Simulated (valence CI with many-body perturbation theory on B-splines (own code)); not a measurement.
# Sensitivity of CI+MBPT for Mo II

Method: valence CI with perturbative core correlation (CI+MBPT): five valence electrons over a frozen Dirac-Fock core [Kr], a basis of 6 s, 6 p, 5 d, 5 f, 1 g functions for each j, with the one-electron correlation potential Σ1 (screened to all orders), the two-electron term Σ2, the three-electron term Σ3, Breit, model QED; selected single and double excitations, second order for the rest, scaled by the run's own slope (own B-spline code, finite nucleus).

Against 9 measured levels this calculation errs by 776 cm⁻¹ on average and by 1223 at most. These come from a selection out of the NIST Handbook of Basic Atomic Spectroscopic Data. Levels without a partner in it may be off by more, other configurations by 1,000 to 4,000 cm⁻¹. Among the levels kept, up to 2200 cm⁻¹ of a level comes from second order outside the variational space, and about a tenth of that is noise between levels of different J, which matters for small intervals. Only levels of the ground parity were solved; by the run's estimate the other parity begins above the list, which can be wrong where configurations are misplaced.

The reference run has the lowest level 4d⁵ ⁶S_5/2 and an ionisation energy of 15.6767 eV. Its largest variational space holds 9996 state functions.

Names give the largest LS component (configuration and term), which can be under half, so a name can repeat, a term be missing and a line seem to break the LS rules; names also repeat where a configuration has a term twice. Letters in brackets count levels of one name in rising energy.

Changed runs:
A. cutoff of virtual states (hartree) 3528 → 240
B. size limit of the variational space 10000 → 6000
C. scale of Σ1 1 → 0.9; lowest core n in screening and Σ2 2 → 3
D. start configuration 4d5 → 4d6 (bad on purpose)

Excitation energies of the reference run in cm⁻¹, and shifts in cm⁻¹:

```
                 Level  Reference        A        B        C
          4d⁴5s ⁶D_1/2      10581      -41      -21     -369
          4d⁴5s ⁶D_3/2      10857      -41      +75     -381
          4d⁴5s ⁶D_5/2      11283      -42      +98     -367
          4d⁴5s ⁶D_7/2      11726      -43      +76     -393
          4d⁴5s ⁶D_9/2      12238      -44      +93     -397
            4d⁵ ⁴G_5/2      15482     -4.2      +28      -70
            4d⁵ ⁴G_7/2      15596     -4.4      +86      -79
            4d⁵ ⁴G_9/2      15684     -4.3      +30      -71
           4d⁵ ⁴G_11/2      15714     -5.8      -25      -75
        4d⁵ ⁴P_3/2 [a]      15990      -13      +22     -154
        4d⁵ ⁴P_5/2 [a]      16077      -11      +58     -132
        4d⁵ ⁴P_1/2 [a]      16115      -16      -21     -168
Ionisation energy (eV)    15.6767  -0.0048  -0.0116  -0.0876
```

Run D: It gave no result: the electrons of core and valence do not add up to the charge. The program said: "core and valence hold 42 electrons, the ion has 41".
